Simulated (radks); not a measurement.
Task: The mean radii <r> (bohr) of the occupied orbitals of an atom or ion are listed with their occupations. All-electron calculation, Dirac Kohn-Sham, Wu-Cohen GGA, spin-unpolarised, spherical densities, finite nucleus; Fermi nuclear charge, rms radius of each element as measured or else 0.836 A^(1/3) + 0.57 fm. Program: a radial shooting solver on a logarithmic mesh with Libxc functionals.

| orbital | occ. | <r> |
|---|---|---|
| 1s1/2 | 2 | 0.02906 |
| 2s1/2 | 2 | 0.1251 |
| 2p1/2 | 2 | 0.1058 |
| 2p3/2 | 4 | 0.1112 |
| 3s1/2 | 2 | 0.3392 |
| 3p1/2 | 2 | 0.3300 |
| 3p3/2 | 4 | 0.3412 |
| 3d3/2 | 4 | 0.3126 |
| 3d5/2 | 6 | 0.3162 |
| 4s1/2 | 2 | 0.8184 |
| 4p1/2 | 2 | 0.8653 |
| 4p3/2 | 4 | 0.8951 |
| 4d3/2 | 4 | 1.084 |
| 4d5/2 | 6 | 1.098 |
| 5s1/2 | 2 | 2.205 |

Name the element and its charge. Open shells, if any, fill j = l - 1/2 first.

Result: Z = 50, tin, charge +2: Sn2+ in [Kr] 4d10 5s2. The 1s radius gives Z: for a bare nucleus <r> = (2 gamma + 1)/(2Z) with gamma = sqrt(1 - (Z/c)^2), 0.02862 bohr for Z = 50, and screening makes it slightly larger (0.02906 here). The occupations add up to 48, and the charge is Z minus that.
